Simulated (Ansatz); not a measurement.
Computed with Ansatz on PBE0-D4/def2-TZVP structures; ΔE is electronic, products minus reactants. CCSD(T)/CBS is the MP2 limit (def2-TZVPP, def2-QZVPP) plus CCSD(T) − MP2 in def2-TZVPP, frozen cores. This one scheme is used for every species. Functionals use def2-TZVPP. B3LYP here is the variant with VWN-RPA as its local correlation; programs differ in this. Triplets are unrestricted, without spin–orbit coupling. For Ga outer-core shells are correlated without core-valence functions, which leaves a few kJ/mol of doubt a bond. Scalar relativity is left out up to krypton. Each species was taken in one conformer, which may not be the lowest.

Reaction (formal loss of a carbene): `C[SiH2][CH2][GaH2]` → `[CH2]` (triplet) + `C[SiH2][GaH2]`

| level | ΔE (kJ/mol) |
| --- | --- |
| CAM-B3LYP-D4 | 462.7 |
| B3LYP | 443.0 |

(1) What does CCSD(T)/CBS give? (Estimate.)

Largest T1 diagnostic among the species: 0.012.

## Answers

(1) Ansatz gave: +471.9 kJ/mol. The listed levels differ from it by -9.2, -28.9 kJ/mol.

Leaving LDA and LC-ωPBE aside and taking each functional with its dispersion term where it has one, the values, not all of them listed here, spread over 35.6 kJ/mol, from r2SCAN0-D4 to ωB97X-V. LDA lies +75.9 kJ/mol from PBE without D4. From PBE to PBE0 (25 % exact exchange), in def2-TZVPP and without D4, ΔE moves by −4.2 kJ/mol.

CCSD(T)/CBS has its own doubt, a few kJ/mol and more with outer-core shells, so smaller differences from it don't rank the levels.
